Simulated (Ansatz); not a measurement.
**Counterpoise correction, worked out**

The pair of Li⁺ (SMILES [Li+], atom 1) and CH₅N (SMILES CN, atoms 2–8), both closed shells, in one local arrangement (a lower one may exist), relaxed at PBE0-D4/def2-TZVP:

```csv
atom,x (Å),y (Å),z (Å)
Li1,-0.6158,0.5931,-2.1644
C2,-0.1017,0.1205,-0.1860
N3,0.2333,-0.1820,1.1617
H4,0.3264,-0.5822,-0.9504
H5,0.2569,1.1433,-0.4038
H6,-1.2038,0.1106,-0.2724
H7,1.2245,-0.1257,1.3472
H8,-0.1199,-1.0774,1.4678
```

Program: Ansatz 0.2.0. Basis: def2-TZVPPD. Cores are frozen in the correlated methods. The outer core shell of Li, Na, Mg and K is correlated.

CCSD(T) total energies in eV:

| system | geometry | basis functions | energy |
| --- | --- | --- | --- |
| pair | pair | all | -2802.50220 |
| Li⁺ | as in the pair | all (partner as ghosts) | -197.84900 |
| CH₅N | as in the pair | all (partner as ghosts) | -2604.14451 |
| Li⁺ | as in the pair | its own | -197.84251 |
| CH₅N | as in the pair | its own | -2604.13834 |
| Li⁺ | free (PBE0-D4 minimum) | its own | -197.84251 |
| CH₅N | free (PBE0-D4 minimum) | its own | -2604.20337 |

Question: Work out the interaction energy with and without the counterpoise correction, the superposition error, and the binding energy from the relaxed fragments.

Answer: Without correction: -2802.50220 − (-197.84251) − (-2604.13834) = -0.52135 eV.
With correction (each fragment in the whole basis): -2802.50220 − (-197.84900) − (-2604.14451) = -0.50869 eV = -11.73 kcal/mol.
The superposition error is the difference, 0.01266 eV, 2 % of the uncorrected value: each fragment borrows its partner's functions.
Deformation from the free shapes: 0.00000 eV for Li⁺ and 0.06503 eV for CH₅N.
Binding energy from relaxed fragments: -0.50869 + 0.00000 + 0.06503 = -0.44366 eV = -10.23 kcal/mol (electronic, without zero-point energy; negative means bound). For comparison, the corrected interaction energy by CCSD(T) at an estimated basis limit (MP2 extrapolated from triple and quadruple zeta, plus CCSD(T) − MP2 in triple zeta) is -0.535 eV; triple zeta with the correction binds less.

No T1 diagnostic of these runs exceeds 0.009.

For scale, one of the runs: CCSD(T)/def2-TZVPPD, 181 basis functions, launched by `ansatz run in.yaml --threads 2 --pin off --events-out ev --progress --plain --max-ram 5222MiB`. The run took 22 s on 2 CPU threads of an Intel Xeon Platinum 8375C (shared host), with 1.8 GiB of host memory at its peak.
